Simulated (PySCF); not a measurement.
SMILES C(=O)O[C@H]1C=C(Cl)C(=O)C1, C₆H₅ClO₃

Geometry:
```json
{"atom": "O1", "x (Å)": "2.875", "y (Å)": "0.586", "z (Å)": "1.144"}
{"atom": "C2", "x (Å)": "2.609", "y (Å)": "0.670", "z (Å)": "-0.016"}
{"atom": "O3", "x (Å)": "1.451", "y (Å)": "0.381", "z (Å)": "-0.588"}
{"atom": "C4", "x (Å)": "0.391", "y (Å)": "-0.087", "z (Å)": "0.259"}
{"atom": "C5", "x (Å)": "-0.640", "y (Å)": "0.981", "z (Å)": "0.483"}
{"atom": "C6", "x (Å)": "-1.865", "y (Å)": "0.563", "z (Å)": "0.152"}
{"atom": "Cl7", "x (Å)": "-3.321", "y (Å)": "1.432", "z (Å)": "0.278"}
{"atom": "C8", "x (Å)": "-1.841", "y (Å)": "-0.833", "z (Å)": "-0.362"}
{"atom": "O9", "x (Å)": "-2.780", "y (Å)": "-1.512", "z (Å)": "-0.668"}
{"atom": "C10", "x (Å)": "-0.375", "y (Å)": "-1.229", "z (Å)": "-0.414"}
{"atom": "H11", "x (Å)": "3.310", "y (Å)": "1.003", "z (Å)": "-0.799"}
{"atom": "H12", "x (Å)": "0.845", "y (Å)": "-0.386", "z (Å)": "1.215"}
{"atom": "H13", "x (Å)": "-0.371", "y (Å)": "1.948", "z (Å)": "0.868"}
{"atom": "H14", "x (Å)": "-0.220", "y (Å)": "-2.197", "z (Å)": "0.059"}
{"atom": "H15", "x (Å)": "-0.071", "y (Å)": "-1.311", "z (Å)": "-1.459"}
```

Level of theory: GIAO B97-2/pcSseg-1 magnetisability, rotational g tensor and spin-rotation constants, non-relativistic, gas phase in PySCF. Geometry: GFN2-xTB.

(1) Give the nuclear spin-rotation constants along the inertial axes (H = +C I·J) beside the isotropic shieldings.

## Answers

(1) Rotational constants 2.4060, 0.6209, 0.5190 GHz. A star marks the isotopologue with that one atom substituted, in its own axes.
| atom | isotope | Caa (kHz) | Cbb (kHz) | Ccc (kHz) | mean (kHz) | σ (ppm) |
| --- | --- | --- | --- | --- | --- | --- |
| Cl7 | 35Cl | 0.470 | 0.180 | 0.093 | 0.248 | 772.6 |
| H11 | 1H | -0.041 | -0.053 | 0.006 | -0.029 | 23.7 |
| H12 | 1H | -0.114 | -0.063 | 0.019 | -0.052 | 25.0 |
| H13 | 1H | -0.223 | 0.070 | -0.066 | -0.073 | 24.4 |
| H14 | 1H | -0.249 | -0.021 | -0.024 | -0.098 | 29.0 |
| H15 | 1H | -0.242 | -0.050 | -0.004 | -0.099 | 29.2 |
| O1 | 17O* | -1.293 | -0.090 | -0.268 | -0.550 | -92.6 |
| C2 | 13C* | 1.165 | 0.169 | 0.163 | 0.499 | 24.5 |
| O3 | 17O* | -0.479 | -0.099 | -0.187 | -0.255 | 104.2 |
| C4 | 13C* | 0.564 | 0.125 | 0.111 | 0.267 | 118.5 |
| C5 | 13C* | 0.896 | 0.330 | 0.087 | 0.438 | 27.5 |
| C6 | 13C* | 0.887 | 0.280 | 0.109 | 0.425 | 35.9 |
| C8 | 13C* | 1.080 | 0.320 | 0.139 | 0.513 | -9.1 |
| O9 | 17O* | -1.966 | -0.501 | -0.009 | -0.825 | -273.8 |
| C10 | 13C* | 0.388 | 0.123 | 0.094 | 0.201 | 143.4 |

For the geometry as given, no vibrational averaging.
